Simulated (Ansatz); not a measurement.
# Ag⁺ ··· Br⁻

The pair of Ag⁺ (SMILES [Ag+], atom 1) and Br⁻ (SMILES [Br-], atom 2), both closed shells, in one local arrangement (a lower one may exist), relaxed at PBE0-D4/def2-TZVP:

```tsv
atom	x (Å)	y (Å)	z (Å)
Ag1	0.0000	0.0000	-1.2043
Br2	0.0000	0.0000	1.2043
```

Ansatz 0.2.0; basis: def2-TZVPPD, with def2-QZVPPD for the basis limit; cores frozen in the correlated methods. Filled d shells of the heavier atoms are correlated. Core potentials replace the inner electrons of the atoms past krypton. The def2 sets are not built for correlating such inner shells, so the correlated values are less sure here. B3LYP uses VWN-RPA correlation. Extrapolation: Hartree–Fock as exp(−7.88 √X), correlation as X^−2.97. Interaction energies count from these two fragments, frozen as in the pair, with the counterpoise correction; negative means bound.

**Question.** What is the interaction energy by CCSD(T) at an estimated basis limit (MP2 extrapolated from triple and quadruple zeta, plus CCSD(T) − MP2 in triple zeta)? (Judge from chemistry; the value comes from the calculation.)

**Answer.** Computed: -163.66 kcal/mol. Hartree–Fock alone gives -138.62 kcal/mol at the basis limit. It counts from the two fragments frozen as in the pair.

The same quantity by other methods in triple zeta, and each one's difference from that estimate:
```csv
method,E_int (kcal/mol),difference
PBE-D4,-172.12,-8.46
revPBE-D4,-167.24,-3.58
BLYP-D4,-170.29,-6.63
r2SCAN-D4,-169.52,-5.86
B97M-V,-166.32,-2.66
PBE0-D4,-164.47,-0.81
B3LYP-D4,-165.02,-1.37
HSE06-D4,-164.58,-0.92
wB97X-V,-159.39,4.27
wB97M-V,-159.21,4.44
B2PLYP,-160.99,2.67
HF,-137.62,26.04
MP2,-158.64,5.02
CCSD,-153.53,10.13
CCSD(T),-156.06,7.59
```
Differences are method less estimate.

**Question.** Which atoms make the shortest contact between the fragments?

**Answer.** Ag1 and Br2, 2.41 Å apart.

Basis-set superposition shift (counterpoise-corrected less uncorrected): CCSD(T) 2.44; MP2 2.31; HF 0.10; PBE0-D4 0.11; wB97M-V 0.11 kcal/mol.

T1 diagnostic: at most 0.016.

For scale, one of the runs: CCSD(T)/def2-TZVPPD, 113 basis functions, launched by `ansatz run in.yaml --threads 2 --pin off --events-out ev --progress --plain --max-ram 5222MiB`. The run took about 7 s on 2 CPU threads (shared host).
